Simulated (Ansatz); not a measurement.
Start from `C=C[SiH](F)N[SiH2]Cl` and change one atom or group to get `C=C[SiH](F)N[SiH2]F`.

Ansatz, PBE0-D4/def2-TZVP geometries, multiplicity 1. Each molecule was computed in one conformer, which needn't be the lowest.

| property | `C=C[SiH](F)N[SiH2]Cl` |
| --- | --- |
| LUMO energy (B3LYP/def2-TZVPP) / eV | -1.16 |
| LUMO energy (ωB97M-V/def2-TZVPP) / eV | 1.05 |
| size of the dipole moment (PBE/def2-TZVPP) / D | 0.40 |
| size of the dipole moment (ωB97M-V/def2-TZVPP) / D | 0.38 |
| HOMO–LUMO gap (ωB97M-V/def2-TZVPP) / eV | 11.57 |
| LUMO energy (PBE0/def2-TZVPP) / eV | -0.96 |

Q: Give the same properties after the change, and the shifts. (Estimate.)

A: Ansatz gave: 
| property | `C=C[SiH](F)N[SiH2]F` | shift |
| --- | --- | --- |
| LUMO energy (B3LYP/def2-TZVPP) / eV | -1.14 | 0.02 |
| LUMO energy (ωB97M-V/def2-TZVPP) / eV | 1.08 | 0.03 |
| size of the dipole moment (PBE/def2-TZVPP) / D | 0.38 | -0.02 |
| size of the dipole moment (ωB97M-V/def2-TZVPP) / D | 0.35 | -0.03 |
| HOMO–LUMO gap (ωB97M-V/def2-TZVPP) / eV | 11.62 | 0.05 |
| LUMO energy (PBE0/def2-TZVPP) / eV | -0.93 | 0.03 |

Dipoles are sizes alone; their direction can turn.

B3LYP here is the variant with VWN-RPA as its local correlation; programs differ in this.
